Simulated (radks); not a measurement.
The numbers below are computed, except where a source is named.
Sb43+, 8 electrons, occupied as [He] 2s2 2p4. Code: a radial shooting solver on a logarithmic mesh with Libxc functionals. Model: Dirac Kohn-Sham, BLYP, spin-unpolarised, spherical densities, point nucleus; open shells are shared between the two j in proportion to 2j + 1; speed of light set to 205.554 atomic units (1.5 times the physical value, a model run).

Normalised radial functions P(r) = r R(r) (large component), r in bohr:

r,2s1/2
0.001188,0.3023
0.001585,0.3912
0.002114,0.5027
0.00282,0.6398
0.003761,0.8035
0.005016,0.9910
0.00669,1.1918
0.008923,1.3830
0.0119,1.5234
0.01587,1.5485
0.021,1.3809
0.02801,0.9227
0.03736,0.1227
0.04983,-0.9639
0.06646,-2.1038
0.08864,-2.8973
0.1182,-2.9632
0.1577,-2.2588
0.2103,-1.2209
0.2805,-0.4287
0.3741,-0.0866

2s1/2: eigenvalue -7361.2 eV, 1 radial node at r = 0.0387 bohr, <r> = 0.122 bohr, 90 % of the charge inside 0.186 bohr.
